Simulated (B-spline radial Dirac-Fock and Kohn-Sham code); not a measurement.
Calculated with an atomic code on a B-spline grid, using the Dirac equation of a negative muon with reduced mass in the field of a spherical finite nucleus, with the Uehling potential to all orders; nuclear polarisation, deformation, hyperfine structure, self-energy, higher-order vacuum polarisation, relativistic recoil and electron screening are left out. The nuclear charge is a uniformly charged sphere.

**Question.** A muonic atom of atomic mass 138.91 u emits these computed lines: 2p3/2 → 1s1/2 4064 keV, 3d5/2 → 2p3/2 1271 keV, 4f7/2 → 3d5/2 449.7 keV, 5g9/2 → 4f7/2 207.2 keV. Which element is it, and what rms charge radius was used?

**Answer.** Lanthanum (Z = 57, nuclide ¹³⁹La); the high transitions hardly feel the nucleus and fix Z. The 2p → 1s line lies 3194 keV below the value for a point nucleus without QED, which for this nuclear model gives a radius near 4.86 fm (4.855 fm was used).
